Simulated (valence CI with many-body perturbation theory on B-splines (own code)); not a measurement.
# Ag³³⁺: electric-dipole lines

Method: relativistic CI+MBPT: four valence electrons over a frozen Dirac-Fock core [Ne], radial functions for each j: 11 s, 11 p, 9 d, 7 f, 5 g, 2 h, 1 i, with the one-electron correlation potential Σ1, the two-electron term Σ2, the three-electron term Σ3, Breit, model QED; selected CI, second order for the rest (own B-spline code, finite nucleus).

The last digits are not significant, and no measured levels were compared; by estimate large intervals hold to a few tenths of a per cent, small ones and those within an open d or f shell to about a per cent.

Lines 1 to 50 of 235 in falling wavelength, among levels below 334.04 eV, chosen from the strongest by gf and those to the six lowest levels. Wavelengths and rates use the calculated energies. Electric multipoles are in the length gauge, E1 and E2 with the static RPA response of the core. Weak lines are less certain than strong ones. Lines between different terms over intervals too small for the method are left out, as are lines whose strength nearly cancels. Where a level lies close to another of its J and parity, the split of strength between their lines is uncertain. The highest levels of a list are the least certain.

Levels are named by their leading jj configuration (3d3/2^4 stands for four electrons in 3d with j = 3/2), which in mixed levels can hold well under half, so a name can repeat and another be missing. Letters in brackets count levels of one name in rising energy.

| λ vac (Å) | Upper | Lower | A (s⁻¹) | S (a.u.) with core polarisation | S without |
| --- | --- | --- | --- | --- | --- |
| 347.5 | (3s 3p1/2^2 3p3/2) J=2 | (3s^2 3p3/2^2) J=2 | 1.03e+07 | 1.06e-03 | 1.09e-03 |
| 304.6 | (3s 3p1/2^2 3p3/2) J=1 | (3s^2 3p3/2^2) J=0 | 1.29e+07 | 5.41e-04 | 5.54e-04 |
| 235.9 | (3s 3p1/2^2 3p3/2) J=1 | (3s^2 3p3/2^2) J=2 | 1.63e+08 | 3.18e-03 | 3.25e-03 |
| 195.2 | (3s 3p1/2 3p3/2 3d5/2) J=4 [b] | (3s^2 3p3/2 3d3/2) J=3 | 8.79e+08 | 2.90e-02 | 2.97e-02 |
| 183.4 | (3s 3p1/2^2 3d5/2) J=3 | (3s^2 3p1/2 3d5/2) J=2 | 8.98e+08 | 1.91e-02 | 1.96e-02 |
| 179.9 | (3s 3p1/2 3p3/2^2) J=2 [a] | (3s^2 3p3/2^2) J=2 | 2.71e+08 | 3.90e-03 | 3.99e-03 |
| 175.3 | (3s 3p1/2 3p3/2 3d5/2) J=4 [c] | (3s^2 3p3/2 3d5/2) J=3 | 1.22e+09 | 2.92e-02 | 2.99e-02 |
| 165.1 | (3s 3p1/2^2 3d5/2) J=3 | (3s^2 3p1/2 3d5/2) J=3 | 1.43e+09 | 2.22e-02 | 2.27e-02 |
| 164.2 | (3s 3p1/2 3p3/2 3d5/2) J=2 [c] | (3s^2 3p3/2 3d5/2) J=1 [b] | 1.87e+09 | 2.05e-02 | 2.09e-02 |
| 163.6 | (3s^2 3p1/2 3d3/2) J=2 | (3s^2 3p3/2^2) J=2 | 2.41e+08 | 2.61e-03 | 2.67e-03 |
| 163.4 | (3s 3p1/2^2 3p3/2) J=2 | (3s^2 3p1/2 3p3/2) J=2 | 1.74e+09 | 1.87e-02 | 1.92e-02 |
| 160.6 | (3s 3p1/2 3p3/2 3d5/2) J=5 | (3s^2 3p3/2 3d5/2) J=4 | 3.62e+09 | 8.14e-02 | 8.33e-02 |
| 160.5 | (3s 3p1/2 3p3/2 3d5/2) J=4 [d] | (3s^2 3p3/2 3d5/2) J=3 | 1.18e+09 | 2.17e-02 | 2.22e-02 |
| 159.5 | (3s 3p1/2 3p3/2^2) J=3 | (3s^2 3p3/2^2) J=2 | 2.50e+09 | 3.50e-02 | 3.59e-02 |
| 154.2 | (3s 3p1/2 3p3/2^2) J=1 [a] | (3s^2 3p3/2^2) J=0 | 1.05e+09 | 5.68e-03 | 5.82e-03 |
| 152.8 | (3s 3p1/2^2 3p3/2) J=2 | (3s^2 3p1/2 3p3/2) J=1 | 2.69e+09 | 2.37e-02 | 2.43e-02 |
| 149.8 | (3s 3p1/2 3p3/2 3d3/2) J=3 [b] | (3s^2 3p3/2 3d3/2) J=3 | 1.38e+09 | 1.60e-02 | 1.64e-02 |
| 148.5 | (3s 3p1/2^2 3d3/2) J=1 | (3s^2 3p1/2 3d3/2) J=2 | 3.67e+09 | 1.78e-02 | 1.82e-02 |
| 147.9 | (3s 3p1/2 3p3/2 3d3/2) J=3 [b] | (3s^2 3p3/2 3d3/2) J=2 | 1.31e+09 | 1.46e-02 | 1.49e-02 |
| 145.0 | (3s 3p1/2 3p3/2 3d5/2) J=1 [a] | (3s^2 3p3/2 3d5/2) J=2 [a] | 4.17e+09 | 1.88e-02 | 1.93e-02 |
| 144.6 | (3s 3p1/2^2 3d3/2) J=2 | (3s^2 3p1/2 3d3/2) J=2 | 3.26e+09 | 2.44e-02 | 2.49e-02 |
| 142.9 | (3s 3p1/2 3p3/2 3d3/2) J=2 [b] | (3s 3p1/2 3p3/2^2) J=1 [b] | 1.90e+09 | 1.37e-02 | 1.40e-02 |
| 140.2 | (3s 3p1/2 3p3/2 3d5/2) J=3 [e] | (3s^2 3p3/2 3d5/2) J=3 | 3.13e+09 | 2.98e-02 | 3.05e-02 |
| 140.0 | (3s^2 3p1/2 3d3/2) J=1 | (3s^2 3p3/2^2) J=0 | 1.18e+09 | 4.80e-03 | 4.92e-03 |
| 134.4 | (3s 3p1/2 3p3/2^2) J=1 [a] | (3s^2 3p3/2^2) J=2 | 1.32e+09 | 4.73e-03 | 4.84e-03 |
| 133.6 | (3s 3p1/2^2 3p3/2) J=1 | (3s^2 3p1/2 3p3/2) J=2 | 6.39e+09 | 2.26e-02 | 2.31e-02 |
| 133.6 | (3s 3p1/2 3p3/2 3d3/2) J=0 [b] | (3s^2 3p1/2 3d3/2) J=1 | 9.90e+09 | 1.17e-02 | 1.19e-02 |
| 133.4 | (3s 3p1/2 3p3/2 3d5/2) J=2 [d] | (3s^2 3p3/2 3d5/2) J=2 [b] | 4.42e+09 | 2.59e-02 | 2.65e-02 |
| 132.9 | (3s 3p1/2 3p3/2 3d5/2) J=3 [b] | (3s^2 3p3/2 3d5/2) J=2 [a] | 2.37e+09 | 1.92e-02 | 1.97e-02 |
| 132.5 | (3s 3p1/2 3p3/2 3d5/2) J=4 [c] | (3s^2 3p3/2 3d5/2) J=4 | 1.31e+09 | 1.35e-02 | 1.39e-02 |
| 131.0 | (3s 3p1/2 3p3/2 3d5/2) J=2 [d] | (3s^2 3p3/2 3d5/2) J=1 [a] | 3.21e+09 | 1.78e-02 | 1.83e-02 |
| 129.8 | (3s 3p1/2 3p3/2^2) J=2 [b] | (3s^2 3p3/2^2) J=2 | 1.82e+09 | 9.80e-03 | 1.00e-02 |
| 129.6 | (3p1/2^2 3p3/2^2) J=2 | (3s 3p1/2 3p3/2^2) J=3 | 1.23e+10 | 6.61e-02 | 6.76e-02 |
| 129.5 | (3s 3p1/2 3p3/2^2) J=1 [b] | (3s^2 3p3/2^2) J=0 | 2.04e+09 | 6.57e-03 | 6.72e-03 |
| 129.1 | (3s 3p1/2 3p3/2 3d3/2) J=2 [b] | (3s^2 3p1/2 3d5/2) J=3 | 3.51e+09 | 1.87e-02 | 1.91e-02 |
| 127.6 | (3s 3p1/2 3p3/2 3d5/2) J=3 [c] | (3s^2 3p3/2 3d5/2) J=4 | 2.28e+09 | 1.63e-02 | 1.67e-02 |
| 126.7 | (3s 3p1/2 3p3/2 3d5/2) J=2 [b] | (3s^2 3p3/2 3d5/2) J=2 [a] | 8.14e+09 | 4.08e-02 | 4.18e-02 |
| 126.5 | (3s 3p1/2^2 3p3/2) J=1 | (3s^2 3p1/2 3p3/2) J=1 | 1.21e+09 | 3.63e-03 | 3.72e-03 |
| 126.1 | (3s^2 3p1/2 3d5/2) J=3 | (3s^2 3p3/2^2) J=2 | 9.54e+08 | 6.60e-03 | 6.76e-03 |
| 123.9 | (3s 3p1/2 3p3/2 3d5/2) J=4 [d] | (3s^2 3p3/2 3d5/2) J=4 | 2.45e+09 | 2.07e-02 | 2.12e-02 |
| 123.5 | (3s^2 3p1/2 3d3/2) J=1 | (3s^2 3p3/2^2) J=2 | 6.07e+07 | 1.69e-04 | 1.73e-04 |
| 122.8 | (3s 3p3/2^2 3d3/2) J=1 [b] | (3s^2 3p3/2 3d5/2) J=2 [b] | 5.98e+09 | 1.64e-02 | 1.68e-02 |
| 122.5 | (3s 3p1/2 3p3/2 3d3/2) J=2 [e] | (3s^2 3p3/2 3d3/2) J=3 | 4.33e+09 | 1.96e-02 | 2.01e-02 |
| 122.4 | (3s 3p1/2 3p3/2 3d5/2) J=3 [d] | (3s^2 3p3/2 3d5/2) J=4 | 3.12e+09 | 1.97e-02 | 2.02e-02 |
| 118.7 | (3p1/2^2 3p3/2^2) J=2 | (3s 3p1/2 3p3/2^2) J=2 [a] | 6.19e+09 | 2.55e-02 | 2.61e-02 |
| 117.1 | (3s^2 3p1/2 3d5/2) J=2 | (3s^2 3p3/2^2) J=2 | 2.43e+09 | 9.62e-03 | 9.84e-03 |
| 115.2 | (3s 3p1/2 3p3/2^2) J=1 [b] | (3s^2 3p3/2^2) J=2 | 3.66e+09 | 8.30e-03 | 8.49e-03 |
| 113.6 | (3s 3p1/2 3p3/2^2) J=2 [a] | (3s^2 3p1/2 3p3/2) J=2 | 1.67e+08 | 6.04e-04 | 6.19e-04 |
| 112.2 | (3s 3p1/2 3p3/2 3d3/2) J=2 [c] | (3s^2 3p1/2 3d5/2) J=3 | 3.10e+09 | 1.08e-02 | 1.11e-02 |
| 111.8 | (3s 3p1/2 3p3/2 3d5/2) J=2 [a] | (3s 3p1/2 3p3/2^2) J=2 [b] | 4.19e+09 | 1.44e-02 | 1.48e-02 |
